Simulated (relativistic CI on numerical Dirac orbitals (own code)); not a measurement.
# Sensitivity of the levels of Ba23+ to α and to the nuclear radius

These numbers are calculated, not measured: Dirac-Coulomb-Breit CI, KLI orbitals optimised for each configuration, derivatives by finite differences, unscaled Slater integrals, QED left out (own radial code, finite nucleus).

Configurations in the expansion (outside the closed core [Ar] 3d10): 4s2 4p3, 4s 4p4, 4s2 4p2 4d, 4p5, 4s 4p3 4d, 4s2 4p2 4f, 4s2 4p 4d2, 4s2 4d3, 4s 4p 4d3, 4s2 4d2 4f. Double excitations out of closed p, d and f shells are left out; levels of such configurations are missing from the list, as are those of other unlisted configurations, and high levels can miss mixing partners.

With x = (α/α₀)² − 1 an excitation energy changes as ω = ω₀ + qx; K = 2q/ω₀ is the relative enhancement. Terms are leading LS components, so labels can repeat. The field-shift factor is F = δν/δ⟨r²⟩ for the transition from the lowest level.

Lowest level 4s2 4p3 4S°_3/2.

```csv
Level,ω₀ (cm⁻¹),q (cm⁻¹),F (GHz/fm²)
4s2 4p3 2D°_3/2,134372,168600,-6.76
4s2 4p3 2D°_5/2,162628,172600,-6.88
4s2 4p3 2P°_1/2,199601,173900,-8.05
4s2 4p3 2P°_3/2,336236,350300,-16.1
4s 4p4 4P_5/2,588030,211200,-241
4s 4p4 4P_3/2,660134,227100,-217
4s 4p4 4P_1/2,667318,243900,-241
4s 4p4 4P_3/2,748098,266200,-167
4s2 4p2 4d 4F_3/2,783739,125800,-77.9
4s 4p4 2D_5/2,792083,355700,-217
4s2 4p2 4d 4F_5/2,822864,78120,-5.36
4s 4p4 2P_1/2,839196,333200,-191
4s 4p4 2P_3/2,849830,290800,-135
```

At this charge energies of transitions that change n are usually good to better than 1 %, and those within a shell (Δn = 0) to a few per cent.

Task: Which transition from the lowest level has the largest |K|?

Result: 4s2 4p3 2D°_3/2 at 134372 cm⁻¹, K = 2.51.
